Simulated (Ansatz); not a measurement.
`[SiH3][O][InH][Cl]` → `[OH][InH][Cl]` + `[SiH2]` at 600 K and 1 bar (silylene loss).

Program: Ansatz. Geometries: PBE0-D4/def2-TZVP. ΔE: electronic, gas phase. CCSD(T)/CBS adds triple-zeta CCSD(T) − MP2 to the extrapolated MP2 energy (def2 sets, frozen cores). This one scheme is used for every species. def2 core potentials past Kr. For In outer-core shells are correlated without core-valence functions, which leaves a few kJ/mol of doubt a bond. Each species was taken in one conformer, which may not be the lowest.

```tsv
species	CCSD(T)/CBS energy (Eh)	H − E (kJ/mol)	S (J/(mol·K))
`[SiH3][O][InH][Cl]`	-1016.34767	154.0	466.7
`[OH][InH][Cl]`	-726.02900	93.8	370.4
`[SiH2]`	-290.19011	52.1	233.9
```

H − E and S are ideal-gas, rigid-rotor, harmonic terms from PBE0-D4/def2-TZVP, for one conformer and one mirror image of each species. 1 Eh = 2625.50 kJ/mol, R = 8.31446 J/(mol·K).

Problem. By hand: ΔE, ΔH, ΔS and ΔG.

Solution. ΔE = (-726.02900) + (-290.19011) − (-1016.34767) = 0.12856 Eh = 337.5 kJ/mol. Δ(H − E) = 93.8 + 52.1 − 154.0 = -8.1, so ΔH = 329.4 kJ/mol. ΔS = 370.4 + 233.9 − 466.7 = 137.6 J/(mol·K). ΔG = 329.4 − 600 × (137.6)/1000 = 246.8 kJ/mol.

Problem. By hand: the equilibrium constant, and the temperature at which ΔG would vanish if ΔH and ΔS stayed fixed.

Solution. log₁₀ K = −ΔG/(RT ln 10) = -21.5. ΔG = 0 at ΔH/ΔS = 2394 K.

The number of gas molecules changes by +1, which sets the sign of ΔS. A doubt of 5 kJ/mol in ΔE shifts log₁₀ K by 0.4 here. Other conformers and mirror images would add mixing entropy, several J/(mol·K) or more a flexible species. Modes under 60 cm⁻¹, often nearly free rotors, make the harmonic entropy too high. These are equilibria of isolated gas molecules and say nothing of rates. Largest T1 diagnostic: 0.015 (customary marks: 0.02 for closed shells, 0.045 for open ones).
